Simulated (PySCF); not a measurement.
Al(PH2)3 (AlH6P3), SMILES [PH2][Al]([PH2])[PH2].

The structure is a stationary point at PBE0-D3(BJ)/def2-SVP. One conformer was computed; it need not be the lowest.

All values below come from PBE/def2-TZVP in PySCF.

Isolated molecule, no solvent.

The total energy is -1269.54512 hartree, the point group is Cs and the highest occupied level comes out as -6.05 eV. The lowest empty level is -2.20 eV and the orbital gap is 3.85 eV. The dipole moment comes out as 0.59 D and the quadrupole, principal values (traceless, Buckingham form, about the centre of nuclear charge) is -5.98, -1.63, 7.62 D·Å. The mean static polarisability is 117.7 bohr³ (17.45 Å³) and the polarisability, principal values comes out as 84.2, 134.1, 134.9 bohr³.
